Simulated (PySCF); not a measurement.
**Two-dimensional NMR puzzle**

Compound of formula C$_{6}$H$_{17}$AlO. Correlations simulated from computed shifts and the bond graph:

HSQC (one-bond C–H):
```csv
δH,δC
3.55,57.5
0.77,26.8
```

HMBC (two and three bonds, from the bond graph):
```csv
δH,δC
3.63,"57.5, 26.8, 5.5"
3.55,57.5
0.77,"26.8, 5.5"
```

Carbons without hydrogens: δ 5.5.

Calculated, not measured (PySCF 2.14): shieldings: GIAO HF/pcSseg-1, geometry: PBE0-D3(BJ)/def2-SVP. No solvent model, equivalent nuclei averaged, non-relativistic Hamiltonian, single conformer.

Chemical shifts δ = σref − σ; ¹H (σref 31.69), ¹³C (σref 190.85) against TMS, all at this level.

Exchangeable hydrogens are left out of these lists.

Question: Work out the connectivity.

Answer: SMILES [C]([AlH2-][O+](C)C)(C)(C)C.

Structure with atom numbers: `[CH3:1][O+:2]([CH3:3])[AlH2-:4][C:5]([CH3:6])([CH3:7])[CH3:8]`. Each H is labelled by its parent atom.

δC 57.5 is C1/C3, a methyl carbon bonded to O (δH 3.55). δC 26.8 is C6/C7/C8, a methyl carbon (δH 0.77). δC 5.5 is C5, a fully substituted sp3 carbon bonded to Al. HMBC from δH 3.63 reaches the proton-free carbon C5. HMBC from δH 0.77 reaches the proton-free carbon C5.

The data come from this structure; uniqueness wasn't tested.

Hydrides on Al or Ga are broadened by the quadrupolar metal nucleus. Shifts are as computed. Against solution values, carbons near 30 ppm lie about -0 ppm off and those near 130 ppm about +7 ppm. Of 1313 compounds with measured shifts, 239 miss one by over three times the rms of a fit or turn the order of signals round; such compounds aren't used in these exercises.
